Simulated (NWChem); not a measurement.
**Polarisability of H3ClSi**

SMILES: [SiH3]Cl
```xyz
5

Si     0.0279    -0.9965     0.0000
Cl    -0.0303     1.0818     0.0000
H      0.7444    -1.4600     1.2180
H      0.7444    -1.4600    -1.2180
H     -1.3644    -1.5191     0.0000
```
Charge 0, spin multiplicity 1.

All runs are NWChem calculations. Structure: optimised with B3LYP/def2-SVP, a minimum by its harmonic frequencies.

Basis set: def2-SVPD. The field's frequency is 0.0773 Ha (589 nm).

The correlated methods keep 10 core orbitals frozen. B3LYP has NWChem's definition, with VWN1-RPA local correlation. The structure started from a generated list of species. No row is a measurement; the coupled-cluster row has its own basis-set and correlation limits.

Order these methods by the isotropic polarisability they give, lowest first: PBE, HF, B3LYP, PBE0, CCSD linear response.

HF (40.83 bohr³), CCSD linear response (43.35 bohr³), PBE0 (43.87 bohr³), B3LYP (44.25 bohr³), PBE (45.54 bohr³)
